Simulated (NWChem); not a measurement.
System: MgSiH₃OBr; SMILES [SiH3][O][Mg][Br]

```xyz
7

Mg     0.1475    -0.0812    -0.0008
Br     0.4153    -2.4064     0.0009
O     -0.0573     1.6982    -0.0021
Si    -0.2545     3.3219    -0.0032
H     -1.0318     3.7786    -1.1936
H      1.0584     4.0327    -0.0288
H     -0.9883     3.7856     1.2118
```
Atoms are numbered in this order, from 1.

Program: NWChem. The geometry was optimised at B3LYP/6-31G* (spherical d). GIAO values for the isolated, static molecule; σ is the absolute isotropic shielding, δ = σ(reference) − σ with the isolated reference molecule computed at the same levels (1H: tetramethylsilane, 17O: water, 29Si: tetramethylsilane). Spin-orbit effects, on the heavy nuclei and on their neighbours, are missing.

Task: What does the run give for PBE/pcSseg-1? Quantities: σ Mg1 (ppm); σ Br2 (ppm); δ O3 (ppm); δ Si4 (ppm); δ H5 (ppm).

Result: 
```
Property      Value
-----------  ------
σ Mg1 (ppm)   504.9
σ Br2 (ppm)  3047.4
δ O3 (ppm)    -12.4
δ Si4 (ppm)   -45.5
δ H5 (ppm)     5.47
```
